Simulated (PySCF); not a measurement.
Rows and methods have been separated. Pair them.

3,4-dimethylphosphinine, C₇H₉P.
SMILES: `Cc1ccpcc1C`

The closed-shell ground state was solved 4 times with PySCF (density fitting, gas phase), always with PBE0, in these basis sets: 6-311+G(2d,p), 6-31G, 6-31G* and STO-3G. Geometry: PBE0-D3(BJ)/def2-SVP; no solvent, vibrations or thermal averaging.

| row | total energy (Eh) | HOMO (eV) | LUMO (eV) | dipole (D) |
| --- | --- | --- | --- | --- |
| P | -613.0296 | -6.57 | -1.02 | 2.63 |
| Q | -613.1317 | -6.73 | -1.29 | 2.53 |
| R | -612.9420 | -6.67 | -1.01 | 2.97 |
| S | -605.9533 | -4.34 | 2.00 | 0.84 |

Task: Which basis belongs to which row?

Result: P = 6-31G*, Q = 6-311+G(2d,p), R = 6-31G, S = STO-3G. From the lowest total energy up: 6-311+G(2d,p) (278 functions) 0 eV; 6-31G* (134 functions) +2.78 eV; 6-31G (94 functions) +5.16 eV; STO-3G (53 functions) +195.33 eV.
